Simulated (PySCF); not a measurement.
## Excitation energy of S⁺ by level of theory

S⁺ [Ne] 3s2 3p3 (4S) → S⁺ [Ne] 3s1 3p3 4s1 (6S), as a difference of total energies. All numbers are calculated (PySCF 2.14, the spin-free X2C one-electron Hamiltonian (Gaussian nucleus), in aug-cc-pCVTZ-DK with one added diffuse shell each of s, p, d, f type (9s8p6d4f, 91 functions)). Correlated levels: valence and next inner shell: 1s2 frozen. The calculations carry no spin-orbit coupling.

```csv
method,excitation energy (eV)
UHF,18.587
MP2 (valence and next inner shell),20.353
SCS-MP2 (valence and next inner shell),20.841
CCSD (valence and next inner shell),20.484
CCSD(T) (valence and next inner shell),20.578
```

**Question.** How much does correlation contribute at CCSD(T) (valence and next inner shell)?

**Answer.** 20.578 − (18.587) = 1.991 eV, measured against UHF.

The promoted electron is Rydberg-like, and one or two diffuse shells describe it only roughly, which tends to raise the upper state.
